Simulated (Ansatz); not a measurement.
Geometry optimisation, Ansatz, RKS B3LYP-D4/def2-SVP.

input.yaml

```yaml
crystal:
  periodic: [false, false, false]
  atoms:
    - { symbol: C, position_ang: [-1.4668, 0.8267, 1.6547] }
    - { symbol: C, position_ang: [-0.3784, 0.751, 0.9567] }
    - { symbol: Cl, position_ang: [1.1285, 1.0223, 1.7565] }
    - { symbol: B, position_ang: [-0.311, 0.3928, -0.5727] }
    - { symbol: O, position_ang: [0.8793, 0.2553, -1.3364] }
    - { symbol: C, position_ang: [1.2812, -1.0702, -1.3052] }
    - { symbol: H, position_ang: [-2.4524, 0.7154, 1.1711] }
    - { symbol: H, position_ang: [-1.4584, 1.1468, 2.6903] }
    - { symbol: H, position_ang: [-1.4087, 0.2553, -1.0943] }
    - { symbol: H, position_ang: [0.5392, -1.7421, -1.7869] }
    - { symbol: H, position_ang: [1.4734, -1.4442, -0.2468] }
    - { symbol: H, position_ang: [2.2509, -1.1643, -1.853] }
basis:
  gaussian: { orbitals: def2-SVP }
hamiltonian:
  xc: b3lyp
  dispersion: d4
relax:
  f_tol: 0.015
  max_steps: 40
```

Launched with:

```bash
$ ansatz run input.yaml --threads 2 --pin off --max-ram 3072MiB --backend cpu --events-out ev --progress --plain --runs-dir out
```

Q: Where does it end, and by what steps?

A: It converged. The force dipped under the threshold on the way, but the program's further checks kept it going. After 18 steps the energy has fallen by 0.913 eV; H11 moved furthest, 1.26 Å.

```tsv
step	energy less start (eV)	largest force component (eV/Å)	accepted
0	0.0000	3.191	yes
1	-0.1937	1.140	yes
2	-0.2848	0.783	yes
3	-0.3522	0.355	yes
4	-0.3816	0.584	yes
5	-0.4056	0.723	yes
6	-0.4720	0.959	yes
7	-0.5708	1.233	yes
8	-0.6890	1.208	yes
9	-0.7950	1.035	yes
10	-0.8611	0.458	yes
11	-0.8844	0.306	yes
12	-0.9004	0.253	yes
13	-0.9016	0.272	yes
14	-0.9104	0.221	yes
15	-0.9122	0.067	yes
16	-0.9131	0.035	yes
17	-0.9132	0.006	yes
18	-0.9132	0.011	yes
```

```xyz
12
Properties=species:S:1:pos:R:3
C -1.639 1.226 1.588
C -0.416 0.830 1.203
Cl 0.987 1.289 2.162
B -0.183 -0.034 -0.077
O 1.058 -0.406 -0.422
C 1.360 -1.187 -1.560
H -2.507 0.938 0.989
H -1.811 1.831 2.483
H -1.140 -0.358 -0.749
H 0.453 -1.445 -2.132
H 1.863 -2.114 -1.240
H 2.051 -0.626 -2.210
```

Whether the end is a true minimum wasn't checked by a vibrational analysis.

The run took 71 s on 2 threads of Arm Neoverse V1, on a shared host, peak memory 0.28 GiB.
